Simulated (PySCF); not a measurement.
2,3-dihydrothiophene (C₄H₆S), SMILES C1C=CSC1. The structure is a stationary point at PBE0-D3(BJ)/def2-SVP. One conformer was computed; it need not be the lowest.

Computed equilibrium geometry at PBE0-D3(BJ)/def2-SVP (PySCF confirms it by a frequency run) as bond lengths and angles (one conformer of several):
Atoms: C1 C2 S3 C4 C5 H6 H7 H8 H9 H10 H11. Bond lengths (Å): C1–C2 1.338, C1–C5 1.504, C1–H6 1.092, C2–S3 1.759, C2–H7 1.092, S3–C4 1.834, C4–C5 1.530, C4–H8 1.102, C4–H9 1.098, C5–H10 1.107, C5–H11 1.102. Angles (°): C2–C1–C5 114.1, C2–C1–H6 123.1, C5–C1–H6 122.6, C1–C2–S3 115.1, C1–C2–H7 126.2, S3–C2–H7 118.7, C2–S3–C4 90.1, S3–C4–C5 106.9, S3–C4–H8 107.6, S3–C4–H9 109.2, C5–C4–H8 111.0, C5–C4–H9 113.5, H8–C4–H9 108.6, C1–C5–C4 106.5, C1–C5–H10 109.3, C1–C5–H11 113.0, C4–C5–H10 110.8, C4–C5–H11 110.7, H10–C5–H11 106.6.
Charge 0, spin multiplicity 1.
